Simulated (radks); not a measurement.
Species: a nucleus of charge 32.75 with 33 electrons. Configuration: [Ar] 3d10 4s2 4p3. Calculated with a radial shooting solver on a logarithmic mesh with Libxc functionals: Dirac Kohn-Sham, BLYP, spin-unpolarised, spherical densities, finite nucleus; open shells are shared between the two j in proportion to 2j + 1; Fermi nuclear charge, rms radius 4.0968 fm.

Spin-orbit splittings of the eigenvalues, e(l+1/2) - e(l-1/2), with zeta = 2 splitting/(2l+1) and mean radii in bohr:

shell  occ.  splitting (eV)  zeta (eV)  <r> j=l-1/2  <r> j=l+1/2
2p        6           35.37      23.58       0.1762       0.1799
3p        6           4.837      3.225       0.6173       0.6281
3d       10          0.6913     0.2765       0.6896       0.6945
4p        3          0.2386     0.1591        2.691        2.759
